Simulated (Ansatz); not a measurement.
Total energies of `[CH3][Nb](=[NH])([F])[Cl]`.

```tsv
atom	x (Å)	y (Å)	z (Å)
C1	0.087	0.802	-1.086
Nb2	-0.344	-0.706	0.361
N3	0.434	-0.083	1.778
F4	-2.193	-0.763	0.623
Cl5	0.679	-2.659	-0.299
H6	-0.320	1.768	-0.773
H7	-0.357	0.516	-2.047
H8	1.168	0.914	-1.207
H9	0.846	0.210	2.651
```

The species carries charge 0 and has multiplicity 1. Correlated methods include outer-core shells of Nb, which these sets cover unevenly. Nb takes the def2 core potential. The geometry is a stationary point of PBE0-D4/def2-TZVP. It is one conformer, not always the lowest. Basis def2-TZVPP, Ansatz 0.2.0.

RPA on PBE orbitals: Hartree–Fock energy of these orbitals -710.11893 Eh, correlation -1.97406 Eh (frozen core).

```tsv
functional	energy without D4 (Eh)	D4 term (kJ/mol)
LDA (SPW92)	-709.51491	–
revPBE	-712.47540	-54.2
BLYP	-712.50377	-44.6
r2SCAN	-712.47776	-5.2
PBE0	-712.18765	-18.2
r2SCAN0	-712.38768	-6.2
CAM-B3LYP	-712.45822	-18.8
ωB97X-V	-712.38616	–
ωB97M-V	-712.37550	–
PBE-QIDH	-712.02191	–
```

Q: Give the same for PBE, B97M-V, B3LYP, r2SCANh, HSE06 (plane-wave form), BHLYP, LC-ωPBE, B2PLYP. (An estimate is asked.)

A: Ansatz gave: 
```tsv
functional	energy without D4 (Eh)	D4 term (kJ/mol)
PBE	-712.19291	-21.1
B97M-V	-712.41293	–
B3LYP	-712.60298	-34.1
r2SCANh	-712.44096	-5.6
HSE06 (plane-wave form)	-712.17003	-17.1
BHLYP	-712.34494	-28.8
LC-ωPBE	-712.32470	–
B2PLYP	-712.22265	–
```

B3LYP takes the VWN-RPA correlation (the form of Gaussian; ORCA's B3LYP/G). HSE06 is the plane-wave form, built on full-range PBE exchange. The double hybrids freeze the cores in their second-order part.

LC-ωPBE has ω = 0.4 bohr⁻¹.
